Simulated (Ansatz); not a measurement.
`BSC=O` and `O=CS[SiH3]` differ in one atom or group.

Ansatz, PBE0-D4/def2-TZVP geometries, multiplicity 1. Each molecule was computed in one conformer, which needn't be the lowest.

```csv
property,`BSC=O`
HOMO energy (ωB97M-V/def2-TZVPP) / eV,-10.42
zero-point energy (PBE0-D4/def2-TZVP) / kJ/mol,108.9
HOMO energy (PBE0/def2-TZVPP) / eV,-8.18
HOMO–LUMO gap (B3LYP/def2-TZVPP) / eV,5.69
size of the dipole moment (B3LYP/def2-TZVPP) / D,2.03
HOMO–LUMO gap (ωB97M-V/def2-TZVPP) / eV,10.43
```

(1) Give the same properties after the change, and the shifts. (An estimate is asked.)

Results:

(1) Ansatz gave: 
| property | `O=CS[SiH3]` | shift |
| --- | --- | --- |
| HOMO energy (ωB97M-V/def2-TZVPP) / eV | -10.15 | 0.27 |
| zero-point energy (PBE0-D4/def2-TZVP) / kJ/mol | 120.5 | 11.6 |
| HOMO energy (PBE0/def2-TZVPP) / eV | -8.04 | 0.14 |
| HOMO–LUMO gap (B3LYP/def2-TZVPP) / eV | 6.35 | 0.66 |
| size of the dipole moment (B3LYP/def2-TZVPP) / D | 1.14 | -0.89 |
| HOMO–LUMO gap (ωB97M-V/def2-TZVPP) / eV | 11.18 | 0.75 |

With PBE0 the HOMO rises by 0.14 eV and the LUMO rises by 0.84 eV, so the gap widens by about 0.70 eV. PBE moves the HOMO by 0.18 eV and ωB97M-V by 0.27 eV. The zero-point energy changes by 11.6 kJ/mol with +3 modes. Dipoles are sizes alone; their direction can turn.

B3LYP here is the variant with VWN-RPA as its local correlation; programs differ in this.
